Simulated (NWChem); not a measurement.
CH5NSi, singlet; SMILES C[Si]N

```xyz
8

Si    -0.6234    -0.1184     0.3707
C      0.4456     1.4440     0.0778
H     -0.0767     2.1155    -0.6265
H      1.4642     1.2633    -0.3047
H      0.5245     2.0110     1.0225
N      0.5182    -1.3155    -0.0987
H      1.4670    -1.1503    -0.4262
H      0.2959    -2.3055    -0.0731
```
Atoms are numbered in this order, from 1.

Results from NWChem. Pople sets run with spherical d functions. Low-valent species are run as closed-shell singlets; no triplet was tried in these runs. Coordinates come from a PBE0/def2-SVP optimisation. Level: PBE/6-31G* with SMD (1 M gas to 1 M solution), gas-phase geometry. Reactions with the solvent are ignored.

**Question.** What does the run give for solvent methanol? Quantities: solvation free energy (kcal/mol); cavity-dispersion-structure term (kcal/mol); dipole in solution (D).

**Answer.** 
```json
{
  "solvation free energy (kcal/mol)": "-5.0",
  "cavity-dispersion-structure term (kcal/mol)": "0.4",
  "dipole in solution (D)": "3.28"
}
```
